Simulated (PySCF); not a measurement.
PySCF input for trans-1,3,3,3-tetrafluoropropene cation (C3H2F4), SMILES F/C=C/C(F)(F)F (connectivity only; charge and spin as stated), charge +1, multiplicity 2, TDA-ωB97X/def2-SVPD. Coordinates come from a PBE-D3(BJ)/def2-SVP optimisation. The spin state was assumed, not searched.

```python
import numpy as np
from pyscf import gto, scf, dft, tdscf

mol = gto.M(
    atom='''
    F     0.18210730    2.81871417   -0.00000000
    C    -0.31593170    1.64272807    0.00000001
    C     0.55371450    0.52221552   -0.00000001
    C     0.01210063   -0.89810466   -0.00000000
    F     0.47526888   -1.50228055   -1.09773645
    F     0.47526895   -1.50228055    1.09773643
    F    -1.32449393   -0.90849207    0.00000003
    H    -1.42416763    1.58211023    0.00000004
    H     1.65150620    0.66590718   -0.00000005
    ''',
    basis='def2-SVPD',
    charge=1,
    spin=1,
    max_memory=1600,
    verbose=4,
)
mf = dft.UKS(mol, xc='wb97x').density_fit(auxbasis='def2-universal-jkfit')
mf.grids.level = 3
mf.conv_tol = 1e-9
mf.max_cycle = 100
mf.kernel()
fine, coarse = mf.grids, dft.Grids(mol).set(level=1).build(with_non0tab=True)
for _ in range(3):  # follow internal instabilities
    mf.grids = coarse
    mo, _, stable, _ = mf.stability(return_status=True, nroots=4)
    mf.grids = fine
    if stable:
        break
    mf.kernel(mf.make_rdm1(mo, mf.mo_occ))
mf.grids = dft.Grids(mol).set(level=1).build(with_non0tab=True)  # coarser grid for the response kernel
td = tdscf.TDA(mf)
td.nstates = 10
td.conv_tol = 1e-4
td.positive_eig_threshold = 1e-6
td.kernel(x0=td.get_init_guess(mf, 15))
td.analyze()
```

It prints:

```
PySCF version 2.14.0

[INPUT] verbose = 4
[INPUT] num. atoms = 9
[INPUT] num. electrons = 55
[INPUT] charge = 1
[INPUT] spin (= nelec alpha-beta = 2S) = 1
[INPUT] symmetry False subgroup None
[INPUT] Mole.unit = angstrom
[INPUT] Symbol           X                Y                Z      unit          X                Y                Z       unit  Magmom
[INPUT]  1 F      0.182107300000   2.818714170000   0.000000000000 AA    0.344132922284   5.326597804731   0.000000000000 Bohr   0.0
[INPUT]  2 C     -0.315931700000   1.642728070000   0.000000010000 AA   -0.597024387068   3.104306149435   0.000000018897 Bohr   0.0
[INPUT]  3 C      0.553714500000   0.522215520000  -0.000000010000 AA    1.046368756200   0.986844310797  -0.000000018897 Bohr   0.0
[INPUT]  4 C      0.012100630000  -0.898104660000   0.000000000000 AA    0.022866876635  -1.697171838596   0.000000000000 Bohr   0.0
[INPUT]  5 F      0.475268880000  -1.502280550000  -1.097736450000 AA    0.898128018729  -2.838898801761  -2.074421247452 Bohr   0.0
[INPUT]  6 F      0.475268950000  -1.502280550000   1.097736430000 AA    0.898128151010  -2.838898801761   2.074421209658 Bohr   0.0
[INPUT]  7 F     -1.324493930000  -0.908492070000   0.000000030000 AA   -2.502930781349  -1.716801198639   0.000000056692 Bohr   0.0
[INPUT]  8 H     -1.424167630000   1.582110230000   0.000000040000 AA   -2.691286776171   2.989755033573   0.000000075589 Bohr   0.0
[INPUT]  9 H      1.651506200000   0.665907180000  -0.000000050000 AA    3.120894411021   1.258382194581  -0.000000094486 Bohr   0.0

nuclear repulsion = 317.236414170325
number of shells = 68
number of NR pGTOs = 242
number of NR cGTOs = 168
basis = def2-SVPD
ecp = {}


[settings echo left out]
init E= -515.384970576542
  alpha nocc = 28  HOMO = -0.256919760729073  LUMO = -0.00811661654578621
  beta  nocc = 27  HOMO = -0.39308517947173  LUMO = -0.256919760729072

WARN: HOMO -0.256919760729073 >= LUMO -0.256919760729072

cycle= 1 E= -513.72476853891  delta_E= 1.66  |g|= 0.799  |ddm|= 2.48
  alpha nocc = 28  HOMO = -0.703767944042716  LUMO = -0.327355697922286
  beta  nocc = 27  HOMO = -0.702877838980866  LUMO = -0.515968746238738
  HOMO = -0.702877838981  LUMO = -0.515968746239  gap/eV = 5.08606
cycle= 2 E= -513.74414205387  delta_E= -0.0194  |g|= 0.894  |ddm|= 1.53
  alpha nocc = 28  HOMO = -0.722633919329286  LUMO = -0.219322367647742
  beta  nocc = 27  HOMO = -0.750522505440896  LUMO = -0.420357579610703
  HOMO = -0.722633919329  LUMO = -0.420357579611  gap/eV = 8.22536
cycle= 3 E= -514.000801876562  delta_E= -0.257  |g|= 0.101  |ddm|= 0.765
  alpha nocc = 28  HOMO = -0.697268164788417  LUMO = -0.190376883859829
  beta  nocc = 27  HOMO = -0.72915987436782  LUMO = -0.388784640194891
  HOMO = -0.697268164788  LUMO = -0.388784640195  gap/eV = 8.39426
cycle= 4 E= -514.003867696669  delta_E= -0.00307  |g|= 0.0258  |ddm|= 0.124
  alpha nocc = 28  HOMO = -0.695689071956966  LUMO = -0.18544627415795
  beta  nocc = 27  HOMO = -0.726458329703977  LUMO = -0.383461796307162
  HOMO = -0.695689071957  LUMO = -0.383461796307  gap/eV = 8.49614
cycle= 5 E= -514.004116785905  delta_E= -0.000249  |g|= 0.0153  |ddm|= 0.0537
  alpha nocc = 28  HOMO = -0.69691695079896  LUMO = -0.186140520407461
  beta  nocc = 27  HOMO = -0.727881916626866  LUMO = -0.383871502549717
  HOMO = -0.696916950799  LUMO = -0.38387150255  gap/eV = 8.51840
cycle= 6 E= -514.00420137069  delta_E= -8.46e-05  |g|= 0.00228  |ddm|= 0.0139
  alpha nocc = 28  HOMO = -0.69722895227863  LUMO = -0.186227303720161
  beta  nocc = 27  HOMO = -0.727846118401484  LUMO = -0.38393781571286
  HOMO = -0.697228952279  LUMO = -0.383937815713  gap/eV = 8.52509
cycle= 7 E= -514.004206681437  delta_E= -5.31e-06  |g|= 0.000927  |ddm|= 0.00501
  alpha nocc = 28  HOMO = -0.697195361985501  LUMO = -0.186190860372369
  beta  nocc = 27  HOMO = -0.727748624256373  LUMO = -0.383821736041554
  HOMO = -0.697195361986  LUMO = -0.383821736042  gap/eV = 8.52733
cycle= 8 E= -514.004207820938  delta_E= -1.14e-06  |g|= 0.000372  |ddm|= 0.00235
  alpha nocc = 28  HOMO = -0.697300709584695  LUMO = -0.186245548071394
  beta  nocc = 27  HOMO = -0.727807485453457  LUMO = -0.383864206973241
  HOMO = -0.697300709585  LUMO = -0.383864206973  gap/eV = 8.52904
cycle= 9 E= -514.004208101221  delta_E= -2.8e-07  |g|= 0.000128  |ddm|= 0.00124
  alpha nocc = 28  HOMO = -0.697298582885603  LUMO = -0.1862455995809
  beta  nocc = 27  HOMO = -0.727789631188834  LUMO = -0.383853195218408
  HOMO = -0.697298582886  LUMO = -0.383853195218  gap/eV = 8.52928
cycle= 10 E= -514.004208128715  delta_E= -2.75e-08  |g|= 6.39e-05  |ddm|= 0.000422
  alpha nocc = 28  HOMO = -0.69728844614896  LUMO = -0.186239283792447
  beta  nocc = 27  HOMO = -0.727783330470668  LUMO = -0.38384477085004
  HOMO = -0.697288446149  LUMO = -0.38384477085  gap/eV = 8.52924
cycle= 11 E= -514.004208132288  delta_E= -3.57e-09  |g|= 3.53e-05  |ddm|= 0.000141
  alpha nocc = 28  HOMO = -0.69729225759744  LUMO = -0.186244465891102
  beta  nocc = 27  HOMO = -0.727785749860985  LUMO = -0.38384898239624
  HOMO = -0.697292257597  LUMO = -0.383848982396  gap/eV = 8.52923
cycle= 12 E= -514.004208133327  delta_E= -1.04e-09  |g|= 1.71e-05  |ddm|= 6.76e-05
  alpha nocc = 28  HOMO = -0.697291392643475  LUMO = -0.186245277991184
  beta  nocc = 27  HOMO = -0.7277838841889  LUMO = -0.383849378631954
  HOMO = -0.697291392643  LUMO = -0.383849378632  gap/eV = 8.52919
cycle= 13 E= -514.00420813367  delta_E= -3.43e-10  |g|= 6.23e-06  |ddm|= 4.67e-05
  alpha nocc = 28  HOMO = -0.697290269294117  LUMO = -0.186244713085959
  beta  nocc = 27  HOMO = -0.727782174213686  LUMO = -0.383848341086099
  HOMO = -0.697290269294  LUMO = -0.383848341086  gap/eV = 8.52919
Extra cycle  E= -514.00420813372  delta_E= -5.05e-11  |g|= 4.89e-06  |ddm|= 1.44e-05
converged SCF energy = -514.00420813372  <S^2> = 0.75284337  2S+1 = 2.0028414
tot grids = 41688
uhf_internal: lowest eigs of H = [0.22361348 0.26587772 0.33078681 0.36271702]
<class 'pyscf.df.df_jk.DFUKS'> wavefunction is stable in the internal stability analysis
tot grids = 41688
Overwritten attributes  positive_eig_threshold  of <class 'pyscf.tdscf.uks.TDA'>


******** <class 'pyscf.tdscf.uks.TDA'> for <class 'pyscf.df.df_jk.DFUKS'> ********
nstates = 10
deg_eia_thresh = 1.000e-03
wfnsym = None
conv_tol = 0.0001
eigh lindep = 1e-12
eigh level_shift = 0
eigh max_cycle = 100


Excitation energies (eV)
[3.18967723 3.74590789 4.51554541 4.98483066 5.26304686 5.9763671
 6.01655241 6.15074978 6.40463501 7.1138048 ]

** Excitation energies and oscillator strengths **
Excited State   1:      3.18968 eV    388.70 nm  f=0.0015
      20b ->   28b     -0.13071
      23b ->   28b     -0.27066
      27b ->   28b      0.92540
      27b ->   29b     -0.10284
Excited State   2:      3.74591 eV    330.99 nm  f=0.0001
      20b ->   28b     -0.12230
      23b ->   28b      0.91596
      25b ->   28b      0.24112
      27b ->   28b      0.23331
Excited State   3:      4.51555 eV    274.57 nm  f=0.0008
      26b ->   28b      0.98734
      26b ->   29b     -0.13205
Excited State   4:      4.98483 eV    248.72 nm  f=0.0008
      20b ->   28b      0.13792
      22b ->   28b     -0.11485
      23b ->   28b      0.21971
      25b ->   28b     -0.93071
      25b ->   29b      0.10748
      27b ->   28b      0.13360
Excited State   5:      5.26305 eV    235.57 nm  f=0.0277
      24b ->   28b      0.98188
      24b ->   29b     -0.13799
Excited State   6:      5.97637 eV    207.46 nm  f=0.0023
      20b ->   28b     -0.30392
      22b ->   28b      0.90349
      22b ->   29b     -0.11583
      25b ->   28b     -0.17564
Excited State   7:      6.01655 eV    206.07 nm  f=0.1813
      24a ->   29a      0.12964
      28a ->   29a     -0.90685
      19b ->   28b      0.16129
      21b ->   28b     -0.30240
Excited State   8:      6.15075 eV    201.58 nm  f=0.0028
      28a ->   29a      0.29512
      21b ->   28b     -0.93711
      21b ->   29b      0.10817
Excited State   9:      6.40464 eV    193.59 nm  f=0.0009
      16b ->   28b     -0.16924
      20b ->   28b     -0.85898
      22b ->   28b     -0.36701
      23b ->   29b     -0.17344
      25b ->   28b     -0.14695
Excited State  10:      7.11380 eV    174.29 nm  f=0.0015
      20a ->   29a     -0.11090
      22a ->   29a      0.12736
      23a ->   29a     -0.43133
      27a ->   29a      0.85627
      20b ->   28b     -0.10438

** Transition electric dipole moments (AU) **
state          X           Y           Z        Dip. S.      Osc.
  1         0.0000     -0.0000      0.1389      0.0193      0.0015
  2        -0.0000     -0.0000     -0.0248      0.0006      0.0001
  3        -0.0863      0.0099      0.0000      0.0075      0.0008
  4         0.0000     -0.0000      0.0816      0.0067      0.0008
  5        -0.0383     -0.4623      0.0000      0.2151      0.0277
  6         0.0000     -0.0000     -0.1258      0.0158      0.0023
  7         0.5308     -0.9738      0.0000      1.2302      0.1813
  8        -0.1147      0.0735      0.0000      0.0185      0.0028
  9        -0.0000      0.0000     -0.0743      0.0055      0.0009
 10        -0.0000      0.0000     -0.0914      0.0084      0.0015

** Transition velocity dipole moments (imaginary part, AU) **
state          X           Y           Z        Dip. S.      Osc.
  1        -0.0000      0.0000     -0.0221      0.0005      0.0028
  2        -0.0000      0.0000     -0.0202      0.0004      0.0020
  3         0.0040     -0.0017      0.0000      0.0000      0.0001
  4        -0.0000     -0.0000     -0.0080      0.0001      0.0002
  5        -0.0009     -0.0287     -0.0000      0.0008      0.0028
  6        -0.0000     -0.0000      0.0096      0.0001      0.0003
  7        -0.0102     -0.1346     -0.0000      0.0182      0.0549
  8        -0.0125      0.0242      0.0000      0.0007      0.0022
  9        -0.0000      0.0000     -0.0028      0.0000      0.0000
 10         0.0000      0.0000      0.0159      0.0003      0.0006

** Transition magnetic dipole moments (imaginary part, AU) **
state          X           Y           Z
  1         0.0191     -0.3185     -0.0000
  2         0.1388      0.1146     -0.0000
  3        -0.0000      0.0000     -0.1653
  4         0.0022      0.3072      0.0000
  5        -0.0000      0.0000      0.0227
  6         0.1093     -0.2301      0.0000
  7        -0.0000      0.0000      0.1890
  8        -0.0000      0.0000      0.0509
  9        -0.0093     -0.5434      0.0000
 10        -0.3082     -0.4611      0.0000
```

The run converged.

Cost: about 6 core-minutes (a rough figure).
